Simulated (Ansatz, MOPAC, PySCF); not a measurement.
Breaking a bond: BrMg (cation, charge +1), lowest triplet found (which spin is the ground state isn't settled by this scan).

Computed with: ROMP2 = MP2 on ROHF/cc-pVDZ, cores with 3d frozen (Ansatz, an electronic-structure program); ROHF/cc-pVDZ (Ansatz); PM6, unrestricted, heats of formation (MOPAC); UHF/STO-3G = PySCF with unrestricted Hartree-Fock/STO-3G; UKS-PBE = unrestricted PBE/cc-pVDZ (Ansatz).

Energies are in kJ/mol, each relative to the lowest point of its own curve between 2.27 and 3.50 Å, where full CI is lowest.

```json
[
 {"R / Å": "1.86", "ROMP2": "441.6", "ROHF": "444.8", "PM6": "292.0", "UHF/STO-3G": "441.9", "UKS-PBE": "422.8"},
 {"R / Å": "2.04", "ROMP2": "215.9", "ROHF": "219.8", "PM6": "131.0", "UHF/STO-3G": "196.8", "UKS-PBE": "207.5"},
 {"R / Å": "2.16", "ROMP2": "129.0", "ROHF": "133.1", "PM6": "68.5", "UHF/STO-3G": "105.1", "UKS-PBE": "124.3"},
 {"R / Å": "2.27", "ROMP2": "77.2", "ROHF": "81.3", "PM6": "32.8", "UHF/STO-3G": "53.3", "UKS-PBE": "74.4"},
 {"R / Å": "2.36", "ROMP2": "48.6", "ROHF": "52.6", "PM6": "15.0", "UHF/STO-3G": "27.0", "UKS-PBE": "46.7"},
 {"R / Å": "2.49", "ROMP2": "22.3", "ROHF": "25.9", "PM6": "2.3", "UHF/STO-3G": "6.7", "UKS-PBE": "21.3"},
 {"R / Å": "2.57", "ROMP2": "12.5", "ROHF": "15.6", "PM6": "0.0", "UHF/STO-3G": "1.4", "UKS-PBE": "11.7"},
 {"R / Å": "2.63", "ROMP2": "7.4", "ROHF": "10.1", "PM6": "0.4", "UHF/STO-3G": "0.0", "UKS-PBE": "6.7"},
 {"R / Å": "2.73", "ROMP2": "2.2", "ROHF": "4.2", "PM6": "3.9", "UHF/STO-3G": "1.1", "UKS-PBE": "1.7"},
 {"R / Å": "2.80", "ROMP2": "0.4", "ROHF": "1.8", "PM6": "8.0", "UHF/STO-3G": "3.7", "UKS-PBE": "0.1"},
 {"R / Å": "2.94", "ROMP2": "0.0", "ROHF": "0.0", "PM6": "18.7", "UHF/STO-3G": "11.1", "UKS-PBE": "0.0"},
 {"R / Å": "3.13", "ROMP2": "3.3", "ROHF": "1.3", "PM6": "35.3", "UHF/STO-3G": "22.6", "UKS-PBE": "4.1"},
 {"R / Å": "3.27", "ROMP2": "7.1", "ROHF": "3.6", "PM6": "47.0", "UHF/STO-3G": "30.3", "UKS-PBE": "8.8"},
 {"R / Å": "3.50", "ROMP2": "13.8", "ROHF": "8.0", "PM6": "62.6", "UHF/STO-3G": "40.0", "UKS-PBE": "17.3"},
 {"R / Å": "3.77", "ROMP2": "20.8", "ROHF": "12.9", "PM6": "74.8", "UHF/STO-3G": "47.0", "UKS-PBE": "27.1"},
 {"R / Å": "4.19", "ROMP2": "28.7", "ROHF": "18.9", "PM6": "84.3", "UHF/STO-3G": "51.8", "UKS-PBE": "39.2"},
 {"R / Å": "4.65", "ROMP2": "34.1", "ROHF": "23.2", "PM6": "88.0", "UHF/STO-3G": "53.7", "UKS-PBE": "47.8"},
 {"R / Å": "5.09", "ROMP2": "37.3", "ROHF": "26.0", "PM6": "89.3", "UHF/STO-3G": "54.5", "UKS-PBE": "52.5"},
 {"R / Å": "5.74", "ROMP2": "40.3", "ROHF": "28.6", "PM6": "90.0", "UHF/STO-3G": "55.3", "UKS-PBE": "55.5"},
 {"R / Å": "6.51", "ROMP2": "42.1", "ROHF": "30.3", "PM6": "90.5", "UHF/STO-3G": "55.8", "UKS-PBE": "55.8"},
 {"R / Å": "7.54", "ROMP2": "43.2", "ROHF": "31.3", "PM6": "90.9", "UHF/STO-3G": "56.2", "UKS-PBE": "53.9"},
 {"R / Å": "8.83", "ROMP2": "43.8", "ROHF": "31.9", "PM6": "91.2", "UHF/STO-3G": "56.5", "UKS-PBE": "51.1"}
]
```

At the longest distance, 8.83 Å, PM6 lies highest above its minimum (91.2 kJ/mol) and ROHF lowest (31.9 kJ/mol).
